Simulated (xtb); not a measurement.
CH4Al (SMILES [CH3][AlH+]), charge +1, singlet, from a rough starting geometry (GFN-xTB shapes and energies of metal compounds can be far from the true ones); GFN2-xTB (xtb).

xtb was given this input:
```
$ xtb mol.xyz --gfn 2 --chrg 1 --opt vtight --json

# file mol.xyz
6

Al    -0.69666343    -0.94044656    -0.42944951
C      0.44378352     0.52514236     0.28799934
H      0.21036176     0.67288598     1.34814772
H      0.16454061     1.45746082    -0.26974660
H      1.45085051     0.31373872     0.15432881
H     -1.47133368    -2.09143762    -1.03982948
```

Question: What does xtb print? Leave out banner, timings and long lists.

Answer: 
```
   ID    Z sym.   atoms
    1   13 Al     1
    2    6 C      2
    3    1 H      3-6

           -------------------------------------------------
          |                Calculation Setup                |
           -------------------------------------------------

           -------------------------------------------------
          |                 G F N 2 - x T B                 |
           -------------------------------------------------

          ...................................................
          :                      SETUP                      :
          :.................................................:
          :  # basis functions                  18          :
          :  # atomic orbitals                  17          :
          :  # shells                            9          :
          :  # electrons                        10          :
          :  max. iterations                   250          :
          :  Hamiltonian                  GFN2-xTB          :
          :  restarted?                      false          :
          :  GBSA solvation                  false          :
          :  PC potential                    false          :
          :  electronic temp.          300.0000000     K    :
          :  accuracy                    1.0000000          :
          :  -> integral cutoff          0.2500000E+02      :
          :  -> integral neglect         0.1000000E-07      :
          :  -> SCF convergence          0.1000000E-05 Eh   :
          :  -> wf. convergence          0.1000000E-03 e    :
          :  Broyden damping             0.4000000          :
          :  net charge                          1          :
          :  unpaired electrons                  0          :
          ...................................................

 iter      E             dE          RMSdq      gap      omega  full diag
   1     -4.7603937 -0.476039E+01  0.265E+01    3.79       0.0  T
   2     -4.8006278 -0.402341E-01  0.210E+01    2.81       1.0  T
   3     -4.2786386  0.521989E+00  0.215E+01    5.15       1.0  T
   4     -4.8263789 -0.547740E+00  0.137E+00    3.26       1.0  T
   5     -4.8302871 -0.390823E-02  0.114E+00    3.12       1.0  T
   6     -4.8315965 -0.130944E-02  0.382E-01    3.23       1.0  T
   7     -4.8321358 -0.539303E-03  0.104E-01    3.18       1.0  T
   8     -4.8321428 -0.696819E-05  0.156E-02    3.18       2.6  T
   9     -4.8321438 -0.954579E-06  0.139E-02    3.18       2.9  T
  10     -4.8321437  0.949190E-07  0.513E-03    3.18       8.0  T
  11     -4.8321438 -0.118444E-06  0.137E-03    3.18      29.9  T
  12     -4.8321438 -0.867578E-08  0.682E-05    3.18     598.6  T
  13     -4.8321438  0.491340E-11  0.551E-05    3.18     741.0  T

   *** convergence criteria satisfied after 13 iterations ***

         :::::::::::::::::::::::::::::::::::::::::::::::::::::
         ::                     SUMMARY                     ::
         :::::::::::::::::::::::::::::::::::::::::::::::::::::
         :: total energy              -4.759767599582 Eh    ::
         :: gradient norm              0.072391322320 Eh/a0 ::
         :: HOMO-LUMO gap              3.184281660456 eV    ::
         ::.................................................::
         :: SCC energy                -4.832143665232 Eh    ::
         :: -> isotropic ES            0.130140229030 Eh    ::
         :: -> anisotropic ES         -0.023144812252 Eh    ::
         :: -> anisotropic XC         -0.017372547157 Eh    ::
         :: -> dispersion             -0.001232393940 Eh    ::
         :: repulsion energy           0.072376065650 Eh    ::
         :: add. restraining           0.000000000000 Eh    ::
         :: total charge               1.000000000000 e     ::
         :::::::::::::::::::::::::::::::::::::::::::::::::::::

      -----------------------------------------------------------
     |                   =====================                   |
     |                        A N C O P T                        |
     |                   =====================                   |
     |               Approximate Normal Coordinate               |
     |                Rational Function Optimizer                |
      -----------------------------------------------------------
      -----------------------------------------------------------
     |                   =====================                   |
     |                        A N C O P T                        |
     |                   =====================                   |
     |               Approximate Normal Coordinate               |
     |                Rational Function Optimizer                |
      -----------------------------------------------------------

          ...................................................
          :                      SETUP                      :
          :.................................................:
          :   optimization level         verytight          :
          :   max. optcycles                   200          :
          :   ANC micro-cycles                  20          :
          :   degrees of freedom                12          :
          :.................................................:
          :   RF solver                   davidson          :
          :   write xtbopt.log                true          :
          :   linear?                        false          :
          :   energy convergence         0.1000000E-06 Eh   :
          :   grad. convergence          0.2000000E-03 Eh/α :
          :   maxmium RF displ.          1.0000000          :
          :   Hlow (freq-cutoff)         0.1000000E-01      :
          :   Hmax (freq-cutoff)         5.0000000          :
          :   S6 in model hess.         20.0000000          :
          ...................................................

generating ANC from exact Hessian ...
Using Lindh-Hessian (1995)
[...]
 * total energy  :    -4.7597676 Eh     change       -0.5169198E-11 Eh
 * total energy  :    -4.7631284 Eh     change       -0.3360821E-02 Eh
 * total energy  :    -4.7635256 Eh     change       -0.3971916E-03 Eh
 * total energy  :    -4.7635781 Eh     change       -0.5252290E-04 Eh
 * total energy  :    -4.7635810 Eh     change       -0.2886308E-05 Eh
 * total energy  :    -4.7635814 Eh     change       -0.3917795E-06 Eh
 * total energy  :    -4.7635814 Eh     change       -0.1082820E-07 Eh
   *** GEOMETRY OPTIMIZATION CONVERGED AFTER 7 ITERATIONS ***
[...]
          :  -> integral cutoff          0.2500000E+02      :
          :  -> integral neglect         0.1000000E-07      :
          :  -> SCF convergence          0.1000000E-05 Eh   :
          :  -> wf. convergence          0.1000000E-03 e    :
          :  Broyden damping             0.4000000          :
          :  net charge                          1          :
          :  unpaired electrons                  0          :
          ...................................................

 iter      E             dE          RMSdq      gap      omega  full diag
   1     -4.8291265 -0.482913E+01  0.386E-06    3.30       0.0  T
   2     -4.8291265  0.177636E-14  0.239E-06    3.30   17077.9  T
   3     -4.8291265  0.266454E-14  0.161E-06    3.30   25367.3  T

   *** convergence criteria satisfied after 3 iterations ***

         :::::::::::::::::::::::::::::::::::::::::::::::::::::
         ::                     SUMMARY                     ::
         :::::::::::::::::::::::::::::::::::::::::::::::::::::
         :: total energy              -4.763581423852 Eh    ::
         :: gradient norm              0.000796780262 Eh/a0 ::
         :: HOMO-LUMO gap              3.303867309600 eV    ::
         ::.................................................::
         :: SCC energy                -4.829126350199 Eh    ::
         :: -> isotropic ES            0.129834182288 Eh    ::
         :: -> anisotropic ES         -0.023814041841 Eh    ::
         :: -> anisotropic XC         -0.017779806765 Eh    ::
         :: -> dispersion             -0.001229016568 Eh    ::
         :: repulsion energy           0.065544926347 Eh    ::
         :: add. restraining           0.000000000000 Eh    ::
         :: total charge               1.000000000000 e     ::
         :::::::::::::::::::::::::::::::::::::::::::::::::::::

           -------------------------------------------------
          |                Property Printout                |
           -------------------------------------------------

    * Orbital Energies and Occupations

         #    Occupation            Energy/Eh            Energy/eV
      -------------------------------------------------------------
         1        2.0000           -0.8066016             -21.9487
         2        2.0000           -0.7137012             -19.4208
         3        2.0000           -0.6868838             -18.6911
         4        2.0000           -0.6867757             -18.6881
         5        2.0000           -0.6333441             -17.2342 (HOMO)
         6                         -0.5119293             -13.9303 (LUMO)
         7                         -0.4545364             -12.3686
         8                         -0.4545195             -12.3681
         9                         -0.3672808              -9.9942
        10                         -0.3669544              -9.9853
        11                         -0.3083846              -8.3916
        12                         -0.3076652              -8.3720
        13                         -0.0438449              -1.1931
        14                          0.0055298               0.1505
        15                          0.0055421               0.1508
        16                          0.0709353               1.9302
        17                          1.1197127              30.4689
      -------------------------------------------------------------
                  HL-Gap            0.1214149 Eh            3.3039 eV
             Fermi-level           -0.5726367 Eh          -15.5822 eV

     #   Z          covCN         q      C6AA      α(0)
     1  13 Al       1.724     0.543   180.053    32.812
     2   6 C        3.610    -0.225    25.601     7.307
     3   1 H        0.923     0.199     1.105     1.644
     4   1 H        0.923     0.197     1.113     1.650
     5   1 H        0.923     0.199     1.106     1.645
     6   1 H        0.881     0.087     1.919     2.168

 Mol. C6AA /au·bohr⁶  :        504.708908
 Mol. C8AA /au·bohr⁸  :      29260.539879
 Mol. α(0) /au        :         47.225981

Wiberg/Mayer (AO) data.
largest (>0.10) Wiberg bond orders for each atom

 ---------------------------------------------------------------------------
     #   Z sym  total        # sym  WBO       # sym  WBO       # sym  WBO
 ---------------------------------------------------------------------------
     1  13 Al   2.689 --     2 C    1.399     6 H    0.915     4 H    0.125
                             5 H    0.125     3 H    0.125
     2   6 C    3.983 --     1 Al   1.399     4 H    0.836     5 H    0.835
                             3 H    0.835
     3   1 H    0.960 --     2 C    0.835     1 Al   0.125
     4   1 H    0.961 --     2 C    0.836     1 Al   0.125
     5   1 H    0.961 --     2 C    0.835     1 Al   0.125
     6   1 H    0.992 --     1 Al   0.915
 ---------------------------------------------------------------------------

Topologies differ in total number of bonds
Writing topology from bond orders to xtbtopo.mol

molecular dipole:
                 x           y           z       tot (Debye)
 q only:       -0.394      -0.614      -0.270
   full:       -0.460      -0.706      -0.313       2.284
molecular quadrupole (traceless):
                xx          xy          yy          xz          yz          zz
 q only:       -0.368       3.871       2.228       1.894       2.640      -1.860
  q+dip:       -0.543       5.857       3.349       2.875       3.994      -2.806
   full:       -0.110       0.615       0.447       0.251       0.404      -0.337

optimized geometry written to: xtbopt.xyz

           -------------------------------------------------
          | TOTAL ENERGY               -4.763581423852 Eh   |
          | GRADIENT NORM               0.000796780262 Eh/α |
          | HOMO-LUMO GAP               3.303867309600 eV   |
           -------------------------------------------------

normal termination of xtb
```
